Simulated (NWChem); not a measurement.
System meant: Si$_{2}$H$_{4}$OCl$_{2}$; SMILES Cl[SiH]([SiH2]O)Cl

The following NWChem deck was run.

```
start job
memory heap 200 mb stack 900 mb global 1100 mb
geometry units angstroms noautoz
  O      0.366020     2.824796     0.135630
  Si    -0.804109     1.699565    -0.246362
  Si    -0.053510    -0.379663     0.537962
  Cl    -1.113732    -1.931280    -0.325023
  Cl     1.932739    -0.454378    -0.088319
  H      1.269186     2.577814    -0.092084
  H     -1.026335     1.550448    -1.718325
  H     -2.064322     2.133944     0.413928
  H     -0.046047    -0.605305     2.008774
end
basis spherical
  * library def2-svp
end
dft
  xc pbe0
  iterations 4
  mulliken
end
task dft energy
```

End of the output:

```
    Atom       Charge   Shell Charges
 -----------   ------   -------------------------------------------------------
    1 O    8     8.23   1.97  0.88  0.60  2.71  2.05  0.01
    2 Si  14    13.63   2.00  1.93  0.67  0.35  5.82  1.29  1.15  0.42
    3 Si  14    13.84   2.00  1.94  0.75  0.38  5.81  1.27  1.23  0.46
    4 Cl  17    17.06   2.00  1.96  1.05  0.80  5.82  2.26  3.16  0.02
    5 Cl  17    17.08   2.00  1.96  1.05  0.80  5.82  2.26  3.17  0.02
    6 H    1     0.92   0.55  0.18  0.19
    7 H    1     1.09   0.64  0.43  0.03
    8 H    1     1.08   0.64  0.42  0.02
    9 H    1     1.08   0.64  0.41  0.03

 center of mass
 --------------
 x =   0.04703549 y =  -0.09611301 z =  -0.01387485

 moments of inertia (a.u.)
 ------------------
        1381.915926303463          -0.000000000000          -0.000000000000
          -0.000000000000         782.617247001458           0.000000000000
          -0.000000000000           0.000000000000        2021.121628309174

     Multipole analysis of the density
     ---------------------------------

     L   x y z        total         alpha         beta         nuclear
     -   - - -        -----         -----         ----         -------
     0   0 0 0     -0.000000    -37.000000    -37.000000     74.000000

     1   1 0 0     -0.013526     -0.006763     -0.006763     -0.000000
     1   0 1 0      0.206615      0.103307      0.103307     -0.000000
     1   0 0 1      0.081615      0.040807      0.040807     -0.000000

     2   2 0 0    -43.045907   -202.488266   -202.488266    361.930624
     2   1 1 0      1.579984      5.347852      5.347852     -9.115721
     2   1 0 1     -0.448301     -1.351688     -1.351688      2.255076
     2   0 2 0    -47.385433   -358.295883   -358.295883    669.206334
     2   0 1 1     -1.458748      2.286429      2.286429     -6.031606
     2   0 0 2    -43.068192    -45.819985    -45.819985     48.571778

 ------------------------------------------------------------------------
 dft energy failed                                                                                  0
 ------------------------------------------------------------------------
 ------------------------------------------------------------------------
  current input line :
    22: task dft energy
 ------------------------------------------------------------------------
 ------------------------------------------------------------------------
 This type of error is most commonly associated with calculations not reaching convergence criteria
 ------------------------------------------------------------------------
 For more information see the NWChem manual at https://nwchemgit.github.io

0:dft energy failed:Received an Error in Communication
```

Q: What is wrong, and how is it mended?

A: The run did not converge; its last values are not results. Cause: the SCF was allowed too few iterations. This input runs:
```
start job
memory heap 200 mb stack 900 mb global 1100 mb
geometry units angstroms noautoz
  O      0.366020     2.824796     0.135630
  Si    -0.804109     1.699565    -0.246362
  Si    -0.053510    -0.379663     0.537962
  Cl    -1.113732    -1.931280    -0.325023
  Cl     1.932739    -0.454378    -0.088319
  H      1.269186     2.577814    -0.092084
  H     -1.026335     1.550448    -1.718325
  H     -2.064322     2.133944     0.413928
  H     -0.046047    -0.605305     2.008774
end
basis spherical
  O library def2-svp
  Si library def2-svp
  Cl library def2-svp
  H library def2-svp
end
dft
  xc pbe0
  iterations 150
  mulliken
end
task dft energy
```
It converges to -1575.98930 Ha (PBE0/def2-SVP).
